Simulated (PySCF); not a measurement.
C3H12O4Si2, SMILES [Si](O)(C)(O)O[Si](C)(C)O (GFN2-xTB optimised geometry):

```
21

Si    -0.589     1.370    -0.284
C     -0.810     1.839    -2.100
O     -1.374     2.490     0.580
O      0.963     1.293     0.205
O     -1.270    -0.099     0.000
Si    -0.862    -1.661     0.000
C     -1.519    -2.507    -1.568
C     -1.535    -2.453     1.589
O      0.790    -1.661     0.000
H     -0.357     2.803    -2.303
H     -1.860     1.906    -2.361
H     -0.349     1.108    -2.756
H     -1.339     2.466     1.534
H      1.374     0.430     0.145
H     -1.317    -3.574    -1.562
H     -1.065    -2.089    -2.461
H     -2.592    -2.380    -1.660
H     -1.068    -2.027     2.472
H     -1.354    -3.524     1.603
H     -2.604    -2.302     1.680
H      1.260    -2.490     0.001
```

Computed with PBE0/def2-SVP in PySCF 2.14.0.

**Question.** What are the frontier orbital energies and the dipole moment?

**Answer.** HOMO-2 -8.87 eV, HOMO-1 -8.32 eV, HOMO -7.95 eV, LUMO 1.01 eV, LUMO+1 1.95 eV; dipole moment 3.69 D.

On the same geometry PySCF with PBE/def2-SVP gives HOMO-2 -7.03 eV, HOMO-1 -6.62 eV, HOMO -6.47 eV, LUMO 0.14 eV, LUMO+1 1.02 eV; dipole moment 3.51 D.

Meta-Löwdin charges at PBE0/def2-SVP: Si1 1.40, C2 -0.58, O3 -0.71, O4 -0.73, O5 -0.82, Si6 1.26, C7 -0.58, C8 -0.58, O9 -0.73, H10 0.12, H11 0.12, H12 0.11, H13 0.33, H14 0.33, H15 0.11, H16 0.12, H17 0.12, H18 0.12, H19 0.11, H20 0.12, H21 0.34.
